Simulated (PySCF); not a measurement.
Sn(F)(Et)(OH)2 (C2H7FO2Sn), SMILES C[CH2][Sn]([OH])([OH])[F]. Atoms are numbered in the order given.

```xyz
13

C     -2.7805     0.2329     0.1822
C     -1.7375    -0.2762    -0.8127
Sn     0.2635    -0.0308    -0.0658
O      1.1694     1.7117    -0.3789
O      1.4545    -1.4895    -0.6762
F      0.2179    -0.0893     1.8888
H     -2.6899     1.3179     0.3469
H     -2.6822    -0.2585     1.1617
H     -3.7986     0.0399    -0.1944
H     -1.7768     0.2554    -1.7753
H     -1.8402    -1.3523    -1.0185
H      1.3867     2.1242     0.4709
H      2.3835    -1.3013    -0.4788
```

Coordinates come from a B3LYP-D3(BJ)/def2-SVP optimisation. The structure was generated by enumeration; whether it is a known compound was not checked. The def2 effective core potentials stand for the cores of Sn; spin–orbit coupling is left out. Other conformers were not sampled.

Calculation: PBE/def2-TZVP in PySCF.

ESP charges are fitted to the potential on shells at 1.4 to 2.0 van der Waals radii. Atomic charges (e):

```
atom  Löwdin  ESP fit
----  ------  -------
C1     -0.34    -0.40
C2     -0.43    -0.02
Sn3     0.64     0.98
O4     -0.32    -0.72
O5     -0.31    -0.71
F6     -0.26    -0.43
H7      0.13     0.11
H8      0.13     0.13
H9      0.13     0.11
H10     0.15     0.06
H11     0.15     0.07
H12     0.16     0.40
H13     0.16     0.41
```
